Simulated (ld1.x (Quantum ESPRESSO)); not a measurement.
# nickel (Ni), ultrasoft: configuration errors across variants

```
Element                 : nickel (Ni)
Generator               : ld1.x (Quantum ESPRESSO) 7.5
Type                    : ultrasoft
Functional              : LDA (PZ)
Relativity              : scalar-relativistic
Frozen core             : [Ne]
Valence charge          : 18
Reference configuration : 3s2 3p6 3d8 4s2 4p0
Partial waves           : 3s (bound): rcut 1.35, rcutus 1.50 bohr; 4s (bound): rcut 1.35, rcutus 1.50 bohr; 3p (bound): rcut 1.10, rcutus 1.15 bohr; 4p (bound, empty): rcut 1.10, rcutus 1.15 bohr; 3d (bound): rcut 0.60, rcutus 0.75 bohr; 3d channel at -0.15 Ry: rcut 0.60, rcutus 0.75 bohr
Local potential         : all-electron potential smoothed inside 1.20 bohr (lloc = -1)
Core correction         : a·sin(br)/r model core inside 0.50 bohr
Augmentation charge     : built from norm-conserving waves at rcut, not smoothed further
```

All-electron excitation energies from the reference (eV): (1) 3s2 3p6 3d8 4s1 4p0 9.601; (2) 3s2 3p6 3d8 4s0 4p0 27.260; (3) 3s2 3p6 3d7 4s0 4p0 65.058; (4) 3s2 3p6 3d7 4s2 4p0 16.406; (5) 3s2 3p6 3d8 4s1 4p1 4.680; (6) 3s2 3p6 3d6 4s0 4p0 122.925; (7) 3s2 3p6 3d9 4s0 4p0 6.563; (8) 3s2 3p6 3d8 4s2 4p0 spin -0.912; (9) 3s2 3p6 3d8 4s1 4p0 spin 8.231.

Spin tests fill each open shell by Hund’s rule, majority spin first.

On the changes marked as counting shells twice: ld1.x takes every shell without a wave as core, so the model core holds the marked electrons as well and exchange and correlation see them twice. This cancels in the reference configuration, but the file is broken for other ones, and its errors say nothing about a proper core correction.

The overlap operator is not positive definite (basis up to 400 Ry) in “base”, “waves 3p (bound): rcut 0.94, rcutus 1.00 bohr; 4p (bound): rcut 0.94, rcutus 1.00 bohr”, “wave 3d channel at -0.15 Ry: rcut 0.60, rcutus 0.75 bohr becomes 3d channel at 3.54 Ry: rcut 0.60, rcutus 0.75 bohr”, “waves 3d (bound): rcut 0.60, rcutus 0.66 bohr; 3d channel at -0.15 Ry: rcut 0.60, rcutus 0.66 bohr”, “augmentation PSQ, inside the norm-conserving radii”, “all radii but the core radius scaled by about 1.04 (s 1.56, p 1.20, d 0.78 bohr, rcut 1.40/1.14/0.62); local potential all-electron potential smoothed inside 1.24 bohr (lloc = -1)”. Such files are unfit for use, however small their errors in these radial tests.

3 further variants failed, have other tests or too few solved ones, and are left out.

The file “base” misses its own reference levels by 2.7 eV. The file “waves 3p (bound): rcut 0.94, rcutus 1.00 bohr; 4p (bound): rcut 0.94, rcutus 1.00 bohr” misses its own reference levels by 2.7 eV. The file “wave 3d channel at -0.15 Ry: rcut 0.60, rcutus 0.75 bohr becomes 3d channel at 3.54 Ry: rcut 0.60, rcutus 0.75 bohr” misses its own reference levels by 2.7 eV. The file “waves 3d (bound): rcut 0.60, rcutus 0.66 bohr; 3d channel at -0.15 Ry: rcut 0.60, rcutus 0.66 bohr” misses its own reference levels by 2.7 eV. The file “all radii but the core radius scaled by about 1.04 (s 1.56, p 1.20, d 0.78 bohr, rcut 1.40/1.14/0.62); local potential all-electron potential smoothed inside 1.24 bohr (lloc = -1)” misses its own reference levels by 2.8 eV.

Errors AE − PS in meV (a dash: test not solved or not reliable):

| change | (1) | (2) | (3) | (4) | (5) | (6) | (7) | (8) | (9) | bound ghosts |
| --- | --- | --- | --- | --- | --- | --- | --- | --- | --- | --- |
| base | +1635 | +4648 | +4653 | -2904 | +1450 | +4637 | +4640 | +74 | +1608 | not determined (overlap not positive) |
| waves 3p (bound): rcut 0.94, rcutus 1.00 bohr; 4p (bound): rcut 0.94, rcutus 1.00 bohr | +1636 | +4653 | +4710 | -2830 | +1633 | +5285 | +4695 | +97 | +1631 | not determined (overlap not positive) |
| wave 3d channel at -0.15 Ry: rcut 0.60, rcutus 0.75 bohr becomes 3d channel at 3.54 Ry: rcut 0.60, rcutus 0.75 bohr | +1635 | +4648 | +4652 | -2905 | +1450 | +4632 | +4639 | +74 | +1608 | not determined (overlap not positive) |
| waves 3d (bound): rcut 0.60, rcutus 0.66 bohr; 3d channel at -0.15 Ry: rcut 0.60, rcutus 0.66 bohr | +1634 | +4648 | +4653 | -2904 | +1450 | +4638 | +4640 | +74 | +1608 | not determined (overlap not positive) |
| augmentation PSQ, inside the norm-conserving radii | +0.2 | +3.4 | -63 | -6.1 | -1.4 | -202 | -2.1 | +667 | +692 | not determined (overlap not positive) |
| all radii but the core radius scaled by about 1.04 (s 1.56, p 1.20, d 0.78 bohr, rcut 1.40/1.14/0.62); local potential all-electron potential smoothed inside 1.24 bohr (lloc = -1) | +1696 | +4822 | +4837 | -2987 | +1398 | +4785 | +4798 | +74 | +1667 | not determined (overlap not positive) |

Question: Give the same row for: type TM; waves now 3p (bound): rc 1.15 bohr; 3d (bound): rc 0.75 bohr; 3s (bound): rc 1.50 bohr; local potential the s channel (4s counted twice).

Answer: -3070, -7953, -11598, -238, -2129, -15490, -4837, +55, -2988; bound ghosts: none. ld1.x takes every shell without a wave as core, so the model core holds the 4s electrons as well and exchange and correlation see them twice. This cancels in the reference configuration, but the file is broken for other ones, and its errors say nothing about a proper core correction.
